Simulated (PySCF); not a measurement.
C9H7NSSe, SMILES c1ccnc(Sc2[se]ccc2)c1 at its GFN2-xTB optimised geometry (Å):

```
19

C     -2.7985    -2.0638     0.0000
C     -3.4595    -0.8365     0.0000
C     -2.7214     0.3266     0.0000
C     -1.3280     0.2152     0.0000
S     -0.3594     1.6724     0.0000
C      1.2899     1.0703     0.0000
C      2.3570     1.9199     0.0000
C      3.6174     1.2784     0.0000
C      3.5619    -0.0759    -0.0001
Se     1.8168    -0.7270     0.0000
N     -0.7032    -0.9487     0.0000
C     -1.4183    -2.0638     0.0000
H     -3.3480    -2.9910     0.0000
H     -4.5385    -0.7966     0.0000
H     -3.1823     1.3011     0.0001
H      2.2443     2.9910     0.0000
H      4.5385     1.8374    -0.0001
H      4.4092    -0.7375    -0.0001
H     -0.8406    -2.9777     0.0000
```

Calculation: PBE/def2-SVP run with PySCF. Cells within 0.4 Å of a nucleus heavier than hydrogen are left out (blank, or x).

Map of the electron localisation function on the plane z = 0.0 Å:

```
|000000000000000000000000000|
|000000000000000000000000000|
|000000000000000000000000000|
|000000000000000000000000000|
|000000000000000000000000000|
|000000000000000037500000000|
|000000000001210099930000000|
|000000000036750099930020000|
|000000230048982089920899100|
|00000499504812415x166999500|
|000006999014xx858x57x999300|
|000001999338348xx642x662000|
|00000036x832715782189500000|
|00088548x8xx4016327xx761000|
|0059993x71486812xx667998100|
|005999xx503xx91463438999100|
|000785593738760776401997000|
|00000043x9xx400487200120000|
|000004997569940032000000000|
|000009998069990000000000000|
|000008995029990000000000000|
|000000550004510000000000000|
|000000000000000000000000000|
|000000000000000000000000000|
|000000000000000000000000000|
|000000000000000000000000000|
|000000000000000000000000000|
```
Scale: ten equal steps from 0.000 (start of '0') to 0.999 (end of '9'), in the order '0123456789'; x runs from -7.00 to 7.00, y from -7.00 (bottom) to 7.00 (top).
